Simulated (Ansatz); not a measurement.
The same path of H8O2Si3 (13 atoms, charge 0, multiplicity 1) was run twice with different band settings. Lost on the way: Si2–H7. Made: O1–H7.

Computed with RKS PBE0-D4/def2-SVP (Ansatz 0.2.0).

Relaxed end points:

```xyz
13
Properties=species:S:1:pos:R:3
O 0.813 -1.867 2.109
Si 0.953 -0.955 0.723
O 0.453 -1.769 -0.646
Si -0.421 0.945 0.684
Si -0.840 1.442 -1.568
H -0.083 -2.044 2.412
H 2.411 -0.646 0.651
H 0.982 -2.524 -0.923
H -1.714 0.659 1.389
H 0.239 2.094 1.382
H -1.691 0.368 -2.162
H 0.456 1.506 -2.312
H -1.538 2.756 -1.724
```

```xyz
13
Properties=species:S:1:pos:R:3
O 0.946 -1.473 2.086
Si 1.585 -0.580 0.250
O 0.539 -1.676 -0.569
Si -0.169 1.050 0.533
Si -1.016 1.492 -1.608
H 0.151 -1.946 1.789
H 1.572 -2.150 2.377
H 1.026 -2.351 -1.054
H -1.313 0.536 1.368
H 0.293 2.331 1.164
H -1.794 0.311 -2.098
H 0.111 1.728 -2.567
H -1.910 2.693 -1.656
```

Common settings: movable images 5; climbing image yes; spring 5.0 eV/Å²; optimiser quadratic models (default); start path through a guess of the saddle point; iteration limit 60; end points relaxed.

| run | force threshold |
| --- | --- |
| 1 | 0.05 eV/Å |
| 2 | 0.2 eV/Å |

Task: What does each run give, and how far can it be trusted?

Result: Run 1: converged after 22 iterations, highest image 3.261 eV above the first end. The profile has 2 maxima (images 1, 4) with wells between them (image 2): this band takes more than one step, which may be the mechanism or a detour left from its start path. Neighbouring images differ by up to 2.6 eV, so the band resolves the path poorly. The order of the stationary point at the top wasn't checked.
Run 2: converged after 15 iterations, highest image 3.268 eV above the first end. The threshold of 0.2 eV/Å is loose, so the images may lie well off the minimum-energy path. Neighbouring images differ by up to 2.7 eV, so the band resolves the path poorly. The order of the stationary point at the top wasn't checked.
The orbitals stay closed-shell, which can raise the energy where a bond breaks towards radicals; this wasn't checked here.
